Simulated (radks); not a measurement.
Values are calculated unless marked as measured or tabulated.
Question: The zinc ion Zn2+, [Ar] 3d10. Code: a radial shooting solver on a logarithmic mesh with Libxc functionals. Model: non-relativistic Kohn-Sham, PBE, spin-polarised, spherical densities, point nucleus. Every spin shell is full or empty, so the densities are truly spherical. Functionals are evaluated on that one density, not self-consistently. Rank these orbital-free kinetic functionals by their error against the exact value of the orbitals, and give that value: Thomas-Fermi, von Weizsacker, TF + vW, TF + vW/9, TF + vW/5, LC94, revAPBEK, Pearson, DePristo-Kress, Ernzerhof.

Answer: Exact: 1776.95 hartree. From best to worst, with 100 (|E| - |E exact|)/|E exact| (equal figures are ties): LC94 -0.11, DePristo-Kress -0.20, revAPBEK +0.22, Ernzerhof -0.48, TF + vW/9 -0.87, Pearson -1.30, TF + vW/5 +3.52, Thomas-Fermi -6.35, TF + vW +43.03, von Weizsacker -50.62.
